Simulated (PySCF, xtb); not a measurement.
formyl cation (CHO), SMILES [O+]#C, charge +1.

GFN2-xTB run with xtb at its own geometry gives an orbital gap of 7.21 eV.

Geometry optimised at r2SCAN-D4/def2-TZVPD.

### Question
What does B3LYP/def2-TZVPD run with PySCF give? (The exact figures need the calculation; the answer reports its results.)

### Answer
gap 12.06 eV (levels -22.55 and -10.49 eV).
